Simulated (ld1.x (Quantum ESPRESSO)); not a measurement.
**Which change was made? (N, ultrasoft)**

| Quantity | Value |
| --- | --- |
| Element | nitrogen (N) |
| Generator | ld1.x (Quantum ESPRESSO) 7.5 |
| Type | ultrasoft |
| Functional | BLYP |
| Relativity | scalar-relativistic |
| Frozen core | [He] |
| Valence charge | 5 |
| Reference configuration | 2s1.5 2p3.5 |
| Partial waves | 2s (bound): rcut 0.65, rcutus 0.85 bohr; 2s channel at 0.05 Ry: rcut 0.65, rcutus 0.85 bohr; 2p (bound): rcut 1.40, rcutus 1.85 bohr; 2p channel at 0.7 Ry: rcut 1.40, rcutus 1.85 bohr; 3d channel at 0.35 Ry: rcut 1.50, rcutus 2.00 bohr |
| Local potential | all-electron potential smoothed inside 1.90 bohr (lloc = -1) |
| Core correction | Bessel-smoothed model core, default radius (core density twice the valence density) |
| Augmentation charge | PSQ, inside the norm-conserving radii |

Cutoffs, loose and tight: the cutoffs (Ry, on a coarse ladder) from which the occupation-weighted sum of valence levels, in a spherical-Bessel basis at the reference potential, stays within 10 and 1 mRy of its value at 400 Ry. They do not see the model core or the augmentation charge, which bear on the density cutoff. Test errors are all-electron minus pseudo excitation energies from the reference, over the configurations 2s2 2p3; 2s2 2p2; 2s2 2p1; 2s2 2p0; 2s1 2p3; 2s2 2p2.5; 2s1 2p4; variants that change the core or the reference have their own tests. The largest error is taken over the tests solved by every variant that gives reliable tests at all, those not shown here included: 2s1 2p3; 2s2 2p0; 2s2 2p1; 2s2 2p2; 2s2 2p3.

The base gives: outcome: generated, overlap not positive; bound ghosts: not determined (overlap not positive); largest test error (meV): -430.

Problem. After one change the result is: outcome: generated, overlap not positive; bound ghosts: not determined (overlap not positive); largest test error (meV): +96. Which change was it?
A. augmentation built from norm-conserving waves at rcut, not smoothed further
B. wave 2p channel at 0.7 Ry: rcut 1.40, rcutus 1.85 bohr becomes 2p channel at -0.37 Ry: rcut 1.40, rcutus 1.85 bohr
C. local potential all-electron potential smoothed inside 1.58 bohr (lloc = -1)
D. type RRKJ; waves now 2p (bound): rc 1.85 bohr; 3d channel at 0.35 Ry: rc 2.00 bohr; 2s (bound): rc 0.85 bohr; local potential the s channel

Solution. B. The others give: type RRKJ; waves now 2p (bound): rc 1.85 bohr; 3d channel at 0.35 Ry: rc 2.00 bohr; 2s (bound): rc 0.85 bohr; local potential the s channel → outcome: generated; cutoff, loose: 50 Ry; cutoff, tight: 140 Ry; bound ghosts: none; largest test error (meV): +1799 | local potential all-electron potential smoothed inside 1.58 bohr (lloc = -1) → outcome: generated; cutoff, loose: 40 Ry; cutoff, tight: 55 Ry; bound ghosts: none; largest test error (meV): -429 | augmentation built from norm-conserving waves at rcut, not smoothed further → outcome: generated, overlap not positive; bound ghosts: not determined (overlap not positive); largest test error (meV): +438. A file whose overlap is not positive is unfit for use, and its test errors describe a broken file.
